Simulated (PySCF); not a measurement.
## Electric field gradients and quadrupole coupling constants

C₆H₁₀OSSi.
Numbering: `[CH:1]#[C:2][C@@H:3]1[CH2:4][S@@:5](=[O:6])[C@@H:7]1[SiH2:8][CH3:9]` (hydrogens: H10 on C1; H11 on C3; H12, H13 on C4; H14 on C7; H15, H16 on Si8; H17, H18, H19 on C9)

Structure used (GFN2-xTB), in Å, numbered top down from 1:
```xyz
19
C6H10OSSi angstrom
C     -1.1858   -2.2950   -0.5758
C     -1.2452   -1.2509    0.0073
C     -1.3495    0.0262    0.6790
C     -1.9923    1.0765   -0.2321
S     -0.3139    1.6862   -0.7619
O     -0.2056    3.1201   -0.5033
C      0.0043    0.7423    0.8190
Si     1.6242   -0.2518    0.8535
C      2.1189   -0.6034   -0.9407
H     -1.1254   -3.2174   -1.0717
H     -1.8684   -0.1244    1.6326
H     -2.6134    0.6998   -1.0410
H     -2.5041    1.8648    0.3133
H     -0.0478    1.4790    1.6194
H      1.3882   -1.4887    1.6060
H      2.6405    0.5661    1.5244
H      1.3389   -1.1460   -1.4670
H      2.3002    0.3226   -1.4800
H      3.0266   -1.1967   -0.9886
```

Field gradients from the PBE0/pcSseg-1 density (PySCF, non-relativistic), principal values in atomic units, ordered |Vxx| ≤ |Vyy| ≤ |Vzz|:

```
atom      Vxx      Vyy      Vzz
  S5   0.9617   1.0398  -2.0016
  O6  -0.3512  -1.2486   1.5998
```

Task: Find the asymmetry η = (Vxx − Vyy)/Vzz and the couplings χ = eQV/h (234.96 MHz × Q in barn × V in au), with Q(33S) = −0.0678 b, Q(17O) = −0.0256 b.

Result: 
| atom | environment | nucleus | η | χzz (MHz) | χxx (MHz) | χyy (MHz) |
| --- | --- | --- | --- | --- | --- | --- |
| S5 | sulfinyl sulfur | 33S | 0.04 | 31.89 | -15.32 | -16.56 |
| O6 | sulfinyl oxygen | 17O | 0.56 | -9.62 | 2.11 | 7.51 |

The gradient is axial or nearly so (η below 0.05) at S5. The tensor is traceless: Vxx + Vyy + Vzz = 0.

Task: What is Vzz at O6 in SI units (1 au = 9.71736 × 10²¹ V/m²)?

Result: 1.5998 au = 15.546 × 10²¹ V/m².

Were the hydrogens deuterons (Q(2H) = 0.00286 b), χzz would run from 107 kHz (H16 and H15) to 266 kHz (H10).

Geometry: GFN2-xTB, one conformer, isolated molecule. GFN2-xTB bond lengths can be off by several hundredths of an ångström, more for odd bonds, and the gradients follow them. A larger basis could move these couplings by a tenth or more.
